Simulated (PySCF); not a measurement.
SMILES CCC[SiH2]Cl (GFN2-xTB optimised geometry):

```
14

C      2.097    -1.193     0.000
C      0.573    -1.193     0.000
C      0.007     0.226     0.000
Si    -1.891     0.279     0.020
Cl    -2.481     2.211     0.065
H      2.478    -0.685    -0.883
H      2.481    -2.211     0.003
H      2.478    -0.680     0.881
H      0.212    -1.729     0.880
H      0.211    -1.729    -0.880
H      0.403     0.761     0.868
H      0.386     0.754    -0.879
H     -2.420    -0.378     1.214
H     -2.447    -0.331    -1.186
```

Calculation: PySCF with B3LYP/def2-TZVP.

Question: What are the frontier orbital energies and the dipole moment?

Answer: HOMO-2 -9.36 eV, HOMO-1 -8.56 eV, HOMO -8.08 eV, LUMO 0.24 eV, LUMO+1 0.57 eV; dipole moment 1.77 D.

Meta-Löwdin charges at B3LYP/def2-TZVP: C1 -0.32, C2 -0.17, C3 -0.44, Si4 0.72, Cl5 -0.30, H6 0.11, H7 0.11, H8 0.11, H9 0.10, H10 0.10, H11 0.11, H12 0.11, H13 -0.11, H14 -0.11.
